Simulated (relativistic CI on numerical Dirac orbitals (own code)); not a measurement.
**Tc3+: 4p photoemission**

Computed with this model: Dirac-Coulomb-Breit CI, KLI orbitals optimised for each configuration, a model potential for QED, valence Slater integrals scaled by 0.8, multiplet model of photoemission in the sudden approximation; configurations [Kr] 4d4 → [Ar] 3d10 4s2 4p5 4d4; 80 K; Lorentzian 1.2 eV and Gaussian 0.6 eV FWHM. Energies are those of the free ion, without screening or charge transfer. The energies are binding energies and can lie tens of eV above those of solids. S is read from ⟨S²⟩ = S(S + 1).

Field parameters in Wybourne normalisation: D3d B²₀ = −7Dσ, B⁴₀ = −14Dq − 21Dτ, B⁴₃ = −14√(10/7) Dq; Oh B⁴₀ = 21Dq, B⁴₄ = √(5/14) B⁴₀; Td as Oh with Dq negative (B⁴₀ = 21Dq, B⁴₄ = √(5/14) B⁴₀). The field is a parameter set, without covalency.

Computed curve for D3d, 10Dq = 22900, Dσ = 20, Dτ = 260 cm⁻¹, scaled to 100 at the maximum (points under 2 are left out and the grid is thinned):

```tsv
Energy (eV)	Intensity
75.2	2.0
75.6	2.3
76.0	2.6
76.4	3.1
76.8	3.7
77.2	4.4
77.8	6.1
78.2	7.9
78.6	10.8
79.0	15.5
79.4	24.2
79.8	40.8
80.2	68.2
80.6	94.4
81.0	99.8
81.4	89.3
81.8	73.1
82.2	56.9
82.8	44.7
83.2	43.1
83.6	39.8
84.0	35.4
84.4	31.9
84.8	30.1
85.2	29.5
85.6	28.5
86.0	26.6
86.4	25.2
86.8	24.3
87.2	23.1
87.8	20.0
88.2	17.8
88.6	16.3
89.0	15.0
89.4	13.5
89.8	11.8
90.2	10.0
90.6	8.4
91.0	7.3
91.4	6.9
91.8	7.1
92.2	7.5
92.8	9.2
93.2	10.8
93.6	11.3
94.0	10.4
94.4	9.2
94.8	8.4
95.2	8.2
95.6	8.4
96.0	8.8
96.4	9.1
96.8	8.8
97.2	8.0
97.8	6.4
98.2	5.4
98.6	4.4
99.0	3.4
99.4	2.6
99.8	2.1
```

The ground state has S = 1.02, and the centroid lies at 84.46 eV.
